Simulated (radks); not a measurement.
Question: All-electron atom: Ba in [Xe] 6s1 4f1 (not the ground configuration). All-electron calculation, Dirac Kohn-Sham, PBEsol, spin-unpolarised, spherical densities, point nucleus; open shells are shared between the two j in proportion to 2j + 1. Program: a radial shooting solver on a logarithmic mesh with Libxc functionals.

Spin-orbit splittings of the eigenvalues, e(l+1/2) - e(l-1/2), with zeta = 2 splitting/(2l+1) and mean radii in bohr:

| shell | occ. | splitting (eV) | zeta (eV) | <r> j=l-1/2 | <r> j=l+1/2 |
|---|---|---|---|---|---|
| 2p | 6 | 381.5 | 254.3 | 0.09195 | 0.09794 |
| 3p | 6 | 73.73 | 49.15 | 0.2816 | 0.2936 |
| 3d | 10 | 15.72 | 6.289 | 0.2644 | 0.2682 |
| 4p | 6 | 15.39 | 10.26 | 0.6974 | 0.7248 |
| 4d | 10 | 2.611 | 1.045 | 0.7960 | 0.8061 |
| 4f | 1 | ? | ? | 10.95 | 16.55 |
| 5p | 6 | 2.059 | 1.372 | 1.870 | 1.956 |

Estimate the 4f splitting.

Answer: 0.02969 eV (zeta = 0.008484 eV).
